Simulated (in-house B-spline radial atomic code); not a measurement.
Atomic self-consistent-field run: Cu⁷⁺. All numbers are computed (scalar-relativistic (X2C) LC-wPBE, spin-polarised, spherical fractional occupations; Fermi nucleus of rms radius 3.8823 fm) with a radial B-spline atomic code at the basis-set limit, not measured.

Command:
```bash
python run_scf.py task.json out
```
Settings (nuclear radius in fm, mass in u):
```
Z                29
configuration    [Ar] 3d4
hamiltonian      x2c
method           lc_wpbe
spin_polarised   True
nucleus          fermi
rms_radius       3.8823
atomic_mass      62.9296
speed_of_light   137.035999084
```

Output (hartree, bohr):
```
 radial grid: 65 intervals, B-splines of order 8, outer radius 8.961 bohr

 iter        energy (Eh)    residual
    1       -1620.506332    1.06e+00
    2       -1634.637081    5.25e-01
    3       -1637.658467    1.59e-01
    4       -1637.962263    4.83e-02
    5       -1637.984189    1.96e-02
    6       -1637.989858    9.66e-04
    7       -1637.989866    1.79e-05
    8       -1637.989866    1.11e-06
    9       -1637.989866    8.96e-08

 total energy                     -1637.98987
 kinetic                            1666.9357
 electron-nucleus                  -3817.7380
 Hartree                             575.5879
 exact exchange                       -4.7141
 exchange-correlation                -58.0614

 orbital      occ     eigenvalue          <r>       <r^2>       <1/r>       r_max
 1s up      1.000      -331.1383    0.0517853  0.00362022     29.6434     0.03371
 1s down    1.000      -331.1390    0.0517849  0.00362013     29.6435     0.03371
 2s up      1.000       -45.3895     0.234963   0.0651965     6.40276      0.1967
 2s down    1.000       -45.2597     0.234529   0.0649438     6.41578      0.1964
 2p up      3.000       -40.0132     0.206483   0.0523035     6.21053      0.1583
 2p down    3.000       -39.9149     0.205991    0.052032     6.22224      0.1581
 3s up      1.000       -10.0821     0.673122    0.518876     2.13021      0.5993
 3s down    1.000        -9.8400     0.676817    0.524812      2.1147      0.6008
 3p up      3.000        -8.4571     0.686699    0.548225     2.00049      0.5985
 3p down    3.000        -8.2094      0.69155     0.55636     1.98393      0.6005
 3d up      4.000        -5.7598     0.694208    0.579234     1.78033      0.5404

 Slater integrals (Eh)
   F0(3p up,3p up)               1.312213
   F2(3p up,3p up)               0.662554
   F0(3p up,3p down)             1.307720
   F2(3p up,3p down)             0.660287
   F0(3p up,3d up)               1.305106
   F2(3p up,3d up)               0.636462
   G1(3p up,3d up)               0.763712
   G3(3p up,3d up)               0.479259
   F0(3p down,3p down)           1.303273
   F2(3p down,3p down)           0.658070
   F0(3p down,3d up)             1.300641
   F2(3p down,3d up)             0.634196
   F0(3d up,3d up)               1.311445
   F2(3d up,3d up)               0.642876
   F4(3d up,3d up)               0.407781
```

Time taken, with all properties: 0.66 s on 1 thread of Arm Neoverse V1 (shared host).

Caution: exact exchange at fractional occupations of open shells leaves self-interaction of up to several eV.

One-electron X2C: radii and densities carry no picture-change correction, so inner-shell <1/r> comes out high (for 1s by about 2 % at Z = 33, 5 % at 54, 10 % at 75, 30 % at 118) and <r> low.
